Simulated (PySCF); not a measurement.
## Calculated data, BClH2N

Calculation on a computer-drawn molecule: vertical ionisation energy to the stated ion spin, frozen-core CCSD(T) at the basis limit and cheaper methods, single-reference cases, UHF for radicals, no spin-orbit; all values are single points at the evaluated structure, the first of each entry, which is the reference or a displaced copy of it and isn't optimised; the reference structure only sets the zero of the energies above reference; triples share is (T) over the correlation energy. Program: PySCF 2.14.0.

Common to all runs: charge 1; multiplicity 1; ion multiplicity 2; diffuse functions no; basis cc-pV(n+d)Z; reference is the Hartree-Fock double-zeta minimum; best is HF at quadruple zeta + MP2 correlation extrapolated from triple and quadruple zeta + CCSD(T) minus MP2 at triple zeta; basis step is the size of the change from the same recipe one zeta lower.

(1) 
```xyz
5
formula=BClH2N ionisation_energy_best=18.46 ionisation_energy_basis_step=0.08119 energy_above_reference_best=-0.05124 energy_above_reference_basis_step=0.01457 ionisation_energy_Koopmans_at_triple_zeta=19.05 ionisation_energy_EOM_CCSD_at_triple_zeta=18.38 total_energy_HF_triple_zeta=-539.6405 total_energy_CCSD(T)_triple_zeta=-540.1565 total_energy_best=-540.2304 T1_diagnostic_at_triple_zeta=0.01328 D1_diagnostic_at_triple_zeta=0.0347 ion_T1_diagnostic_at_triple_zeta=0.03951 ion_D1_diagnostic_at_triple_zeta=0.2011 ion_spin_squared_at_triple_zeta=0.7787 triples_share_at_triple_zeta=0.04165 basis_functions_triple_zeta=127
N     -0.4376     0.0196    -0.8743
B     -1.0026     0.1737    -2.0622
Cl    -1.7097     0.3666    -3.5123
H     -0.9698    -0.0384    -0.0098
H      0.5637    -0.0315    -0.7474
```

Units: ionisation_energy_best, ionisation_energy_basis_step, ionisation_energy_Koopmans_at_triple_zeta, ionisation_energy_EOM_CCSD_at_triple_zeta in eV; energy_above_reference_best, energy_above_reference_basis_step in kcal/mol; total_energy_HF_triple_zeta, total_energy_CCSD(T)_triple_zeta, total_energy_best in hartree.

Reference structure:
```xyz
5
BClH2N
N     -0.4365     0.0250    -0.8707
B     -1.0067     0.1785    -2.0526
Cl    -1.7102     0.3679    -3.5104
H     -0.9662    -0.0365    -0.0137
H      0.5638    -0.0402    -0.7524
```

Drawn bonds:
```csv
atom,other atom,order
1,2,1
2,3,1
1,4,1
1,5,1
```

Triple zeta:
```csv
method,ionisation energy (eV),energy above reference (kcal/mol)
HF,17.2,0.1088
PBE,18.03,-0.1531
r2SCAN,18.06,-0.08434
B3LYP,18.2,-0.0731
wB97X,18.4,-0.05452
MP2,18.55,-0.07554
CCSD,18.3,-0.03951
CCSD(T),18.29,-0.06459
```

(2) 
```xyz
5
formula=BClH2N ionisation_energy_best=17.94 ionisation_energy_basis_step=0.5437 energy_above_reference_best=82.26 energy_above_reference_basis_step=1.169 ionisation_energy_Koopmans_at_triple_zeta=18.68 ionisation_energy_EOM_CCSD_at_triple_zeta=17.91 total_energy_HF_triple_zeta=-539.5054 total_energy_CCSD(T)_triple_zeta=-540.0268 total_energy_best=-540.0992 T1_diagnostic_at_triple_zeta=0.01951 D1_diagnostic_at_triple_zeta=0.05301 ion_T1_diagnostic_at_triple_zeta=0.02619 ion_D1_diagnostic_at_triple_zeta=0.09381 ion_spin_squared_at_triple_zeta=0.8247 triples_share_at_triple_zeta=0.04396 basis_functions_triple_zeta=127
N     -0.3567     0.1010    -0.7612
B     -0.9863     0.1125    -1.9881
Cl    -1.8772     0.4497    -3.9662
H     -0.9653     0.0088    -0.0580
H      0.4820    -0.1255    -0.6846
```

Units: ionisation_energy_best, ionisation_energy_basis_step, ionisation_energy_Koopmans_at_triple_zeta, ionisation_energy_EOM_CCSD_at_triple_zeta in eV; energy_above_reference_best, energy_above_reference_basis_step in kcal/mol; total_energy_HF_triple_zeta, total_energy_CCSD(T)_triple_zeta, total_energy_best in hartree.

Reference structure:
```xyz
5
BClH2N
N     -0.4365     0.0250    -0.8707
B     -1.0067     0.1785    -2.0526
Cl    -1.7102     0.3679    -3.5104
H     -0.9662    -0.0365    -0.0137
H      0.5638    -0.0402    -0.7524
```

Drawn bonds:
```csv
atom,other atom,order
1,2,1
2,3,1
1,4,1
1,5,1
```

Triple zeta:
```csv
method,ionisation energy (eV),energy above reference (kcal/mol)
HF,16.66,84.91
PBE,17.65,81.97
r2SCAN,17.71,84.8
B3LYP,17.81,82.38
wB97X,17.81,85.91
MP2,17.88,85.86
CCSD,17.68,82.24
CCSD(T),17.74,81.32
```

(3) 
```xyz
5
formula=BClH2N
N     -0.4357     0.0242    -0.8707
B     -1.0062     0.1777    -2.0521
Cl    -1.7108     0.3683    -3.5091
H     -0.9670    -0.0364    -0.0139
H      0.5645    -0.0413    -0.7527
```

Reference structure:
```xyz
5
BClH2N
N     -0.4365     0.0250    -0.8707
B     -1.0067     0.1785    -2.0526
Cl    -1.7102     0.3679    -3.5104
H     -0.9662    -0.0365    -0.0137
H      0.5638    -0.0402    -0.7524
```

Drawn bonds:
```csv
atom,other atom,order
1,2,1
2,3,1
1,4,1
1,5,1
```

## Withheld values
1. Estimate the energy above reference best of BClH2N (entry 3).
2. Give the missing ionisation energy best for BClH2N (entry 3).
3. Give the table of triple zeta values for BClH2N (entry 3).

Answers
1. 0.001828 kcal/mol
2. 18.49 eV
3. 
Triple zeta:
```csv
method,ionisation energy (eV),energy above reference (kcal/mol)
HF,17.25,0.003909
PBE,18.05,0.001855
r2SCAN,18.09,0.001757
B3LYP,18.23,0.001678
wB97X,18.43,0.001254
MP2,18.59,0.003074
CCSD,18.33,0.003521
CCSD(T),18.33,0.004262
```

Further results for BClH2N (entry 3):

- ionisation energy basis step: 0.08166 eV
- energy above reference basis step: 0.002567 kcal/mol
- ionisation energy Koopmans at triple zeta: 19.07 eV
- ionisation energy EOM CCSD at triple zeta: 18.41 eV
- total energy HF triple zeta: -539.6407 hartree
- total energy CCSD(T) triple zeta: -540.1564 hartree
- total energy best: -540.2303 hartree
- T1 diagnostic at triple zeta: 0.01328
- D1 diagnostic at triple zeta: 0.03489
- ion T1 diagnostic at triple zeta: 0.04076
- ion D1 diagnostic at triple zeta: 0.2083
- ion spin squared at triple zeta: 0.7802
- triples share at triple zeta: 0.04159
- basis functions triple zeta: 127
